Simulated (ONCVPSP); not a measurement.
**Plane-wave convergence, ONCV potential for Er**

| Quantity | Value |
| --- | --- |
| Element | erbium (Er) |
| Generator | ONCVPSP 4.0.1 |
| Type | optimised norm-conserving Vanderbilt (ONCV) |
| Functional | PBEsol |
| Relativity | scalar-relativistic |
| Frozen core | [Kr] |
| Valence charge | 32 |
| Reference configuration | 4d10 4f12 5s2 5p6 6s1 6p1 |
| Partial waves | 5s+6s: rc 2.30 bohr, ncon 4, nbas 8, qcut 5.7 1/bohr, 2 projectors; 5p+6p: rc 2.35 bohr, ncon 5, nbas 8, qcut 6.7 1/bohr, 2 projectors; 4d: rc 0.80 bohr, ncon 3, nbas 7, qcut 18 1/bohr, 3 projectors, debl 3.6 Ha; 4f: rc 0.70 bohr, ncon 4, nbas 8, qcut 21.6 1/bohr, 2 projectors, debl 1.6 Ha |
| Local potential | polynomial inside 0.65 bohr (lpopt 5, dvloc0 1 Ha) |
| Core correction | Teter function fitted to the true core (icmod 2), fcfact 0.55 |

In the d channel the program set the typed energies aside and used -6.127, 0.250, 3.850 Ha.

Question: For each optimised wave give the share of its norm inside rc, the residual kinetic energy above qcut (Ha) and the cutoffs (Ha) for errors of 10, 1, 0.1 and 0.01 mHa per electron.

Answer:

| wave | norm inside rc | residual KE | 10 mHa | 1 mHa | 0.1 mHa | 0.01 mHa |
| --- | --- | --- | --- | --- | --- | --- |
| 5s | 0.981 | 3.2e-07 | 3.7 | 9.2 | 11.9 | 13.7 |
| 6s | 0.093 | 1.2e-06 | 2.8 | 8.6 | 11.9 | 14.1 |
| 5p | 0.929 | 4.7e-07 | 5.9 | 10.5 | 16.2 | 19.1 |
| 6p | 0.028 | 1.3e-07 | 3.8 | 5.9 | 12.0 | 17.1 |
| 4d | 0.845 | 2.1e-06 | 104.3 | 123.8 | 139.5 | 152.4 |
| d projector 2 | 0.037 | 6.5e-07 | 85.2 | 110.1 | 130.4 | 146.3 |
| d projector 3 | 0.032 | 1.3e-06 | 89.0 | 114.1 | 134.1 | 150.0 |
| 4f | 0.507 | 3.0e-04 | 190.8 | 216.2 | 494.8 | not reached |
| f projector 2 | 0.056 | 4.0e-05 | 164.6 | 198.5 | 223.9 | 298.4 |

The occupied waves need 216 Ha and 495 Ha for 1 and 0.1 mHa. Note: ghosts flagged at negative energy: s at -614.0 eV, p at -255.6 eV; no localised positive-energy state flagged. A true bound ghost makes a file unfit for plane-wave use. Tests left out (the all-electron energies of this program are off by 10 to 40 meV for near-neutral 4f atoms).
